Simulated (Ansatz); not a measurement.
`C[O][Ti]([OH])([O]C)[O]C`. Charge 0, multiplicity 1. All single points use the PBE0-D4/def2-TZVP geometry. It is one conformer, not always the lowest.

```xyz
18

C    -2.702   -0.018   -0.350
O    -1.499   -0.665   -0.081
Ti    0.199   -0.434    0.424
O     0.512   -1.315    1.980
O     0.468    1.312    0.687
C     0.874    2.315    1.560
O     1.293   -1.042   -0.851
C     1.417   -1.521   -2.151
H    -3.459   -0.307    0.387
H    -2.583    1.072   -0.318
H    -3.066   -0.297   -1.344
H     1.218   -1.925    2.193
H     1.826    2.745    1.228
H     1.003    1.927    2.577
H     0.127    3.115    1.586
H     2.095   -2.380   -2.169
H     0.448   -1.837   -2.553
H     1.829   -0.745   -2.806
```

(1) What is the dipole moment at r2SCAN/def2-TZVPP? (Estimate.)

(2) And with PBE, B3LYP, ωB97M-V? (An estimate is asked.)

(3) Give the Mulliken charges with r2SCAN, ωB97M-V, PBE in def2-TZVPP. (Estimate.)

Answers

(1) Ansatz gave: 0.89 D, with components (0.34, 0.41, -0.72) D in this frame, pointing from negative to positive charge.

(2) Computed: PBE 0.88 D, B3LYP 0.91 D, ωB97M-V 0.87 D.

(3) The calculation gave: 
```json
{"atom": "C1", "r2SCAN": "0.02", "ωB97M-V": "-0.17", "PBE": "-0.13"}
{"atom": "O2", "r2SCAN": "-0.45", "ωB97M-V": "-0.43", "PBE": "-0.39"}
{"atom": "Ti3", "r2SCAN": "1.12", "ωB97M-V": "1.07", "PBE": "0.93"}
{"atom": "O4", "r2SCAN": "-0.49", "ωB97M-V": "-0.44", "PBE": "-0.43"}
{"atom": "O5", "r2SCAN": "-0.46", "ωB97M-V": "-0.44", "PBE": "-0.39"}
{"atom": "C6", "r2SCAN": "0.02", "ωB97M-V": "-0.17", "PBE": "-0.13"}
{"atom": "O7", "r2SCAN": "-0.45", "ωB97M-V": "-0.43", "PBE": "-0.38"}
{"atom": "C8", "r2SCAN": "0.02", "ωB97M-V": "-0.17", "PBE": "-0.13"}
{"atom": "H9", "r2SCAN": "0.06", "ωB97M-V": "0.12", "PBE": "0.10"}
{"atom": "H10", "r2SCAN": "0.05", "ωB97M-V": "0.11", "PBE": "0.09"}
{"atom": "H11", "r2SCAN": "0.05", "ωB97M-V": "0.11", "PBE": "0.09"}
{"atom": "H12", "r2SCAN": "0.20", "ωB97M-V": "0.17", "PBE": "0.19"}
{"atom": "H13", "r2SCAN": "0.06", "ωB97M-V": "0.12", "PBE": "0.10"}
{"atom": "H14", "r2SCAN": "0.05", "ωB97M-V": "0.11", "PBE": "0.10"}
{"atom": "H15", "r2SCAN": "0.05", "ωB97M-V": "0.11", "PBE": "0.09"}
{"atom": "H16", "r2SCAN": "0.05", "ωB97M-V": "0.11", "PBE": "0.10"}
{"atom": "H17", "r2SCAN": "0.05", "ωB97M-V": "0.11", "PBE": "0.09"}
{"atom": "H18", "r2SCAN": "0.06", "ωB97M-V": "0.12", "PBE": "0.10"}
```

B3LYP here is the variant with VWN-RPA as its local correlation; programs differ in this.
